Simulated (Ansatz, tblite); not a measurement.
Isomers of Ge₄O₁₀H₄ (singlet), found by a short tight-binding search and relaxed with PBE-D4/def2-SVP in Ansatz.

The xTB rows come from tblite.

Other spin states weren't relaxed.

A:

```xyz
18

Ge   -1.9195   -1.2736   -0.0270
Ge    1.4296   -1.7100   -1.0105
Ge    1.2790   -0.1628    2.5884
Ge   -0.3193    1.6409    0.0456
O    -2.9945   -0.0710   -0.9558
O    -0.6091   -0.3311    2.2734
O    -0.4754    3.2895    0.0002
O     2.0240   -1.5874    1.6026
O     1.2950    1.1389    0.9803
O     1.1956   -2.3508    0.6581
O    -1.2208    0.2293    1.0649
O    -0.2041   -0.7868   -1.2860
O    -2.6196    1.3357   -0.7516
O     0.0029    0.6517   -1.5160
H    -2.4948    1.6181   -1.6858
H     2.5598   -0.6851   -1.1682
H     1.2793   -2.9099   -1.9727
H     1.7918    1.9643    1.1602
```

B:

```xyz
18

Ge    0.5083    2.0091   -1.8923
Ge   -0.6331    0.3540    1.6374
Ge    0.3609   -0.4979   -1.2201
Ge   -1.4022   -2.2238    0.9031
O    -2.2102   -3.5658    0.4143
O     1.1224   -2.1266   -0.8085
O     1.1331   -0.2032    1.7173
O     1.3955    0.9007   -0.6878
O    -1.0777   -0.6017   -0.1010
O    -0.1131    0.3924   -2.6823
O    -1.0287    1.9656    1.5072
O    -1.3386   -1.1642    2.3619
O    -0.6770    2.9410   -1.0176
O     0.7491   -2.4287    0.5748
H    -0.8698    2.5793   -0.0839
H     1.6481    0.4356    1.1600
H     1.3174    2.8239   -2.9078
H     1.1156   -1.5896    1.1252
```

Q: Estimate their order by electronic energy at PBE0-D4/def2-SVP, counted from the lowest.

A: B (0.00) < A (8.58), in eV.

Q: Do the other levels pick the same lowest one?

A: All that were run do. Energies above each level's lowest (eV):

```csv
level,A,B
GFN1-xTB,6.91,0.00
GFN2-xTB,3.51,0.00
PBE-D4/def2-SVP,8.00,0.00
r2SCAN-D4/def2-SVP,8.64,0.00
PBE0-D4/def2-SVP,8.58,0.00
```
Point groups (tolerance 0.1 Å): A not assigned, B not assigned. Lower isomers may exist.
